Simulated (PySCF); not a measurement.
A side-by-side comparison of computed properties.

First species: C3H7FSi.
Numbering: `[CH3:1][Si@@H:2]1[CH2:3][C@H:4]1[F:5]` (hydrogens: H6, H7, H8 on C1; H9 on Si2; H10, H11 on C3; H12 on C4)

Second species: methyl 2-methylbutyrate, C6H12O2.
Atom-mapped SMILES: `[CH3:1][CH2:2][C@@H:3]([CH3:4])[C:5](=[O:6])[O:7][CH3:8]` (hydrogens: H9, H10, H11 on C1; H12, H13 on C2; H14 on C3; H15, H16, H17 on C4; H18, H19, H20 on C8)

Levels: PBE0/def2-SVPD for dipole moment, HOMO energy, LUMO energy, HOMO–LUMO gap, static isotropic polarisability and electronic spatial extent ⟨r²⟩ about the centre of nuclear charge; TDDFT PBE0/def2-SVPD for lowest singlet excitation; TDA PBE0/def2-SVPD for lowest triplet excitation (Tamm–Dancoff); GFN2-xTB for rotational constant A and rotational constant C. Geometries: GFN2-xTB. All species are isolated and taken at one optimised geometry, non-relativistic unless stated; the electronic structure was computed with PySCF and density fitting.

Dipoles, sizes and rotational constants follow the conformer. The torsions of the flexible species, by atom-mapped SMILES:
- `[CH3:1][CH2:2][C@@H:3]([CH3:4])[C:5](=[O:6])[O:7][CH3:8]`: C1–C2–C3–C4 175°, C2–C3–C5–O6 -50°, C3–C5–O7–C8 179°

Values for the first species:

| Item | Value |
| --- | --- |
| Dipole moment | 2.69 D |
| HOMO energy | -6.77 eV |
| LUMO energy | 0.41 eV |
| HOMO–LUMO gap | 7.18 eV |
| Lowest singlet excitation | 6.05 eV |
| Lowest triplet excitation (Tamm–Dancoff) | 4.99 eV |
| Static isotropic polarisability | 64.0 au |
| Electronic spatial extent ⟨r²⟩ about the centre of nuclear charge | 612 bohr² |
| Rotational constant A | 8.595 GHz |
| Rotational constant C | 2.152 GHz |

**Question.** Estimate the same properties for the second species, and the change in each.

**Answer.** 
```csv
property,first,second,second less first
dipole moment,2.69 D,1.74 D,-0.95 D
HOMO energy,-6.77 eV,-7.98 eV,-1.21 eV
LUMO energy,0.41 eV,0.27 eV,-0.14 eV
HOMO–LUMO gap,7.18 eV,8.25 eV,+1.07 eV
lowest singlet excitation,6.05 eV,5.96 eV,-0.09 eV
lowest triplet excitation (Tamm–Dancoff),4.99 eV,5.42 eV,+0.43 eV
static isotropic polarisability,64.0 au,80.0 au,+16.0 au
electronic spatial extent ⟨r²⟩ about the centre of nuclear charge,612 bohr²,1141 bohr²,+529 bohr²
rotational constant A,8.595 GHz,2.792 GHz,-5.803 GHz
rotational constant C,2.152 GHz,1.186 GHz,-0.966 GHz
```

On the first: The principal polarisabilities are 56.3, 59.0 and 76.8 au; their mean is the isotropic value. In wavenumbers S1 is 48800 cm⁻¹ (1 eV = 8065.54 cm⁻¹).

On the second: The vertical singlet–triplet gap S1 − T1 is 0.54 eV (TDDFT singlet less Tamm–Dancoff triplet; S1: HOMO→LUMO, weight 0.97; T1: HOMO→LUMO, weight 0.96). The principal polarisabilities are 72.0, 78.1 and 90.0 au; their mean is the isotropic value.
